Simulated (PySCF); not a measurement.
disilanyl(fluoro)silane (FH₇Si₃), SMILES F[SiH2][SiH2][SiH3].

The structure is a stationary point at B3LYP-D3(BJ)/def2-SVP. The values are those of a single conformer.

Calculation: TDA-ωB97X/def2-SVPD run with PySCF.

Vertical excitations. Isolated molecule, no solvent.

| state | energy (eV) | λ (nm) | f | main pairs |
|---|---|---|---|---|
| S1 | 6.28 | 197 | 0.102 | HOMO→LUMO 78 %, HOMO−1→LUMO 12 % |
| S2 | 6.75 | 184 | 0.003 | HOMO→LUMO+1 93 % |
| S3 | 7.47 | 166 | 0.082 | HOMO−1→LUMO 69 %, HOMO→LUMO 11 % |
| S4 | 7.62 | 163 | 0.144 | HOMO→LUMO+2 68 % |
| S5 | 7.70 | 161 | 0.026 | HOMO−2→LUMO 55 %, HOMO−3→LUMO 25 % |
| S6 | 7.78 | 159 | 0.054 | HOMO→LUMO+3 86 % |
| S7 | 7.91 | 157 | 0.046 | HOMO−1→LUMO+1 63 % |
| S8 | 7.97 | 155 | 0.002 | HOMO→LUMO+5 64 %, HOMO→LUMO+4 11 %, HOMO−1→LUMO+1 10 % |
| S9 | 8.25 | 150 | 0.573 | HOMO→LUMO+4 50 %, HOMO−1→LUMO+2 10 %, HOMO→LUMO+6 10 %, HOMO→LUMO+5 8 % |
| S10 | 8.39 | 148 | 0.314 | HOMO−1→LUMO+2 47 %, HOMO→LUMO+6 18 %, HOMO−1→LUMO+3 7 % |
| T1 | 5.50 | 226 | 0 | HOMO→LUMO 84 % |
| T2 | 6.10 | 203 | 0 | HOMO→LUMO+1 89 % |
| T3 | 6.59 | 188 | 0 | HOMO→LUMO+2 56 %, HOMO−1→LUMO 17 % |
| T4 | 6.72 | 184 | 0 | HOMO−1→LUMO+1 63 %, HOMO→LUMO+5 19 % |
Triplets are in the Tamm–Dancoff approximation.
